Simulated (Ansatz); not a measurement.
Cost and result for the atomization energy of CH$_{6}$N$_{2}$OSi, SMILES `N/C(O)=N\[SiH3]` (11 atoms, 10 bonds).

```xyz
11

N     0.8697    1.2389   -0.5626
C    -0.1160    0.9247    0.3131
O    -0.5196    2.0261    0.9760
N    -0.6609   -0.1995    0.5277
Si   -0.3340   -1.7207   -0.1693
H     1.3749    0.4879   -0.9965
H     1.3168    2.1343   -0.4865
H    -1.2315    1.7258    1.5544
H     0.9182   -1.7349   -0.9999
H    -0.1663   -2.7393    0.8988
H    -1.4514   -2.1433   -1.0550
```

Total charge 0; spin multiplicity 1. Geometry: relaxed with PBE0-D4/def2-TZVP. It is one conformer, not always the lowest. Program: Ansatz. All runs use 4 threads of an Arm Neoverse V1 on a shared host. Times are those of one run each, without the atoms' runs, and a repeat can differ threefold. Electronic energies, without spin–orbit coupling; frozen cores. CCSD(T)/CBS adds CCSD(T) − MP2 in def2-TZVPP to the MP2 limit, and its time is that of the two runs behind it. T1 = 0.013. B3LYP takes the VWN-RPA correlation (the form of Gaussian; ORCA's B3LYP/G).

CCSD(T)/CBS is a level of theory with its own doubt, some kJ/mol a heavy atom from the limit and from the frozen cores, so smaller differences don't rank the functionals.

```
                             level  functions  wall time  atomization (kcal/mol)  difference from CCSD(T)/CBS  per bond
   PBE-D4/def2-TZVPP (with forces)        250      2.4 s                   989.7                         28.3       2.8
                PBE0-D4/def2-TZVPP        250      2.6 s                   963.2                          1.8       0.2
 B3LYP-D4/def2-TZVPP (with forces)        250      4.2 s                   967.5                          6.1       0.6
r2SCAN-D4/def2-TZVPP (with forces)        250      4.7 s                   962.4                          1.0       0.1
                 B2PLYP/def2-TZVPP        250      5.5 s                   953.6                         -7.8      -0.8
                ωB97X-V/def2-TZVPP        250      7.5 s                   969.6                          8.2       0.8
  ωB97M-V/def2-TZVPP (with forces)        250       11 s                   968.4                          7.0       0.7
                    MP2/def2-QZVPP        478       22 s                   966.6                          5.2       0.5
                CCSD(T)/def2-TZVPP        250    2.6 min                   929.5                        -31.9      -3.2
                 CCSD(T)/CBS(def2)          –      3 min                   961.4                          0.0       0.0
```

The D4 term adds +8.2 kcal/mol with B3LYP and +4.3 kcal/mol with PBE0; it sums over pairs of atoms, weighted by their polarisabilities, and B3LYP, whose exchange is more repulsive, gets the larger term. From PBE to PBE0 (25 % exact exchange), in def2-TZVPP and without D4, the atomization energy moves by −25.7 kcal/mol: exact exchange takes away binding that semilocal exchange gives to molecules. In def2-TZVPP, CCSD(T) changes the Hartree–Fock value by +280.6 kcal/mol (the triples alone add +17.4 kcal/mol) and MP2 by +298.6 kcal/mol; breaking electron pairs costs correlation energy, which Hartree–Fock lacks.
